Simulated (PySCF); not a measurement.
Argon: highly charged ions in a basis for the neutral atom

Ar⁸⁺ [Ne], Ar⁹⁺ [He] 2s2 2p5. Computed with PySCF 2.14 in 6-31G* (4s3p1d, 18 functions), with the non-relativistic Hamiltonian (point nucleus). No spin-orbit coupling, so a gap to NIST mixes the basis error with missing relativistic terms.

Changed run: basis of the neutral atom used for a highly charged ion. This setting is unsound on purpose.

```json
{"species": "Ar⁸⁺", "method": "UHF", "sound run (hartree)": "not run", "changed run (hartree)": "-505.92133", "converged": "yes"}
{"species": "Ar⁸⁺", "method": "B3LYP", "sound run (hartree)": "not run", "changed run (hartree)": "-506.28168", "converged": "yes"}
{"species": "Ar⁸⁺", "method": "MN15", "sound run (hartree)": "not run", "changed run (hartree)": "-506.23460", "converged": "yes"}
{"species": "Ar⁹⁺", "method": "UHF", "sound run (hartree)": "not run", "changed run (hartree)": "-490.33061", "converged": "yes"}
{"species": "Ar⁹⁺", "method": "B3LYP", "sound run (hartree)": "not run", "changed run (hartree)": "-490.63946", "converged": "yes"}
{"species": "Ar⁹⁺", "method": "MN15", "sound run (hartree)": "not run", "changed run (hartree)": "-490.55893", "converged": "yes"}
```

Ionisation energy of Ar⁸⁺:

```json
{"method": "UHF", "changed run (eV)": "424.25", "NIST (eV)": "422.6 ± 0.06"}
{"method": "B3LYP", "changed run (eV)": "425.65", "NIST (eV)": "422.6 ± 0.06"}
{"method": "MN15", "changed run (eV)": "426.56", "NIST (eV)": "422.6 ± 0.06"}
```

The contracted functions were made for the neutral atom and can be too rigid for a highly charged ion.
